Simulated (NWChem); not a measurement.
# Basis-set convergence for H₆AlOP

SMILES: P.[OH][AlH2]
```xyz
9

Al    -0.6333    -0.0826     0.9253
H      0.2985    -0.8959     1.9600
H     -1.9468    -0.7327     0.2685
O     -0.6411     1.6590     0.9566
H     -0.0265     2.1420     1.5306
P      0.7799    -0.6721    -1.2032
H      2.1801    -0.4130    -1.3628
H      0.3524    -0.1602    -2.4691
H      0.8059    -2.0574    -1.5610
```
Charge 0, spin multiplicity 1.

Everything below was run with NWChem. The geometry was optimised at PBE/def2-SVP, a minimum by its harmonic frequencies. It is one conformer; others weren't searched.

Quantity: first vertical ionisation energy at the level G0W0@PBE0.

GW and range-separated runs recompute their integrals, the others keep them in memory, which bears on the times. The structure started from a generated list of species.

The cost column gives rough processor time relative to def2-SVP; each entry includes its own SCF.

```csv
basis,functions,first vertical ionisation energy (eV),relative cost
def2-SVP,80,9.65,1
def2-SVPD,119,9.80,4
def2-TZVP,141,9.91,6
def2-TZVPP,199,10.04,20
```

Smallest basis within 0.05 eV of def2-TZVPP, the largest set run: no smaller one. def2-TZVPP isn't the basis-set limit itself, and a small set can land close by cancellation.
